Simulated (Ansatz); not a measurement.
A further run on WN(OH)3 (WNO₃H₃).

```yaml
crystal:
  periodic: [false, false, false]
  atoms:
    - {symbol: W, position_ang: [-0.000922, -0.001442, -0.076320]}
    - {symbol: N, position_ang: [0.022013, 0.028338, 1.599660]}
    - {symbol: O, position_ang: [1.773657, 0.418098, -0.611356]}
    - {symbol: H, position_ang: [2.476856, 0.596944, 0.027004]}
    - {symbol: O, position_ang: [-1.269946, 1.318228, -0.585609]}
    - {symbol: H, position_ang: [-1.752957, 1.847561, 0.062836]}
    - {symbol: O, position_ang: [-0.527389, -1.767310, -0.541005]}
    - {symbol: H, position_ang: [-0.721312, -2.440427, 0.124790]}
basis:
  gaussian: {orbitals: def2-SVP}
magnetization: {spin_polarized: true, initial_magnetization: 2}
hamiltonian: {xc: {name: B3LYP}, dispersion: d3bjatm, pseudopotentials: {relativity: none}}
accuracy: high
scf: {lower_state_search: light}
```

```sh
$ ansatz run in.yaml --threads 4 --pin off --events-out ev --progress --plain --max-ram 3916MiB
```

Output, abridged:

```
Functional definition: B3LYP
2347 factors; integrals over basis functions are off by at most 6.0e-9 eV
mean field evaluation 1: about -9483.3014 eV, gradient 6.6e1 eV
mean field evaluation 2: about -9417.2769 eV, gradient 1.5e2 eV
mean field evaluation 4: about -9498.4345 eV, gradient 1.1e1 eV
mean field evaluation 8: about -9499.1849 eV, gradient 6.7e-1 eV
mean field evaluation 16: about -9499.1966 eV, gradient 1.0e-1 eV
mean field evaluation 32: about -9499.2404 eV, gradient 2.8e-8 eV
mean field -9499.24036463 eV, -349.0906445839 hartree, gradient 8.9e-8 eV, S^2 2.005129; 6 other end points of the search recorded, 0 dependent functions left out
reference -9499.24040838 eV, -349.0906461916 hartree; 25, 23 occupied and 78, 80 virtual orbitals, 2347 factors
Total energy: -9499.54771070 eV, -349.1019393433 hartree
```

Run time 16 s (4 threads of Arm Neoverse V2 on a shared host), peak host memory 0.65 GiB.

In the def2 sets W takes a core potential; there is no spin–orbit coupling. B3LYP takes the VWN-RPA correlation.
